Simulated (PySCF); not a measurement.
CH2O, SMILES O=C. Atoms are numbered in the order given.

```xyz
4

C      0.0000     0.0000    -0.5246
O      0.0000     0.0000     0.6712
H      0.0000    -0.9404    -1.1112
H      0.0000     0.9404    -1.1112
```

Geometry: PBE0-D3(BJ)/def2-TZVPD.

Calculation: PBE0/pcJ-1 (PySCF).

Isotropic couplings with Fermi-contact, spin-dipole and both spin-orbit terms, one fixed conformer, no vibrational averaging. Isotopes: 13C, 1H.

Computed spin–spin coupling constants:
```
pair   bonds apart  J (Hz)
-----  -----------  ------
C1–H3            1   170.6
C1–H4            1   170.6
H3–H4            2    40.2
```
